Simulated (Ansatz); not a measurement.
`N[AsH][GaH2]`, 8 atoms. Charge 0, multiplicity 1. Correlated methods include outer-core shells of As, Ga, which these sets cover unevenly. Scalar relativity is left out up to krypton. All runs use 4 threads of an Arm Neoverse V1 on a shared host. Correlated methods freeze the cores.

Task: Give the basis size and wall time and peak host memory of each of these runs in Ansatz. RHF-CCSD(T)/def2-SVP energy; RKS CAM-B3LYP-D4/def2-TZVPP energy; RKS PBE0-D4/def2-SVP energy; RKS ωB97M-V/def2-QZVPP energy; RKS BLYP-D4/def2-TZVPP energy; RKS ωB97M-V/def2-SVP energy; direct RPA on PBE orbitals/def2-TZVPP energy; RKS PBE0-D4/def2-QZVPP energy; RKS ωB97M-V/def2-TZVPP energy and forces; RHF-MP2/def2-QZVPP energy; RHF-CCSD(T)/def2-TZVPP energy; RKS SPW92 (LDA)/def2-TZVPP energy. (An estimate is asked.)

Result: Computed: Other jobs shared the machine, so times are rough.

```csv
level,job,functions,wall time,peak host memory (GiB)
RKS SPW92 (LDA)/def2-TZVPP,energy,197,0.95 s,0.24
RKS PBE0-D4/def2-SVP,energy,103,1.2 s,0.39
RKS BLYP-D4/def2-TZVPP,energy,197,1.6 s,0.25
RKS CAM-B3LYP-D4/def2-TZVPP,energy,197,3.1 s,0.64
direct RPA on PBE orbitals/def2-TZVPP,energy,197,3.5 s,0.39
RKS ωB97M-V/def2-SVP,energy,103,4.9 s,0.39
RHF-CCSD(T)/def2-SVP,energy,103,5 s,0.43
RKS PBE0-D4/def2-QZVPP,energy,385,8 s,1.4
RKS ωB97M-V/def2-TZVPP,energy and forces,197,10 s,0.73
RKS ωB97M-V/def2-QZVPP,energy,385,17 s,1.6
RHF-MP2/def2-QZVPP,energy,385,18 s,1.8
RHF-CCSD(T)/def2-TZVPP,energy,197,81 s,2.4
```
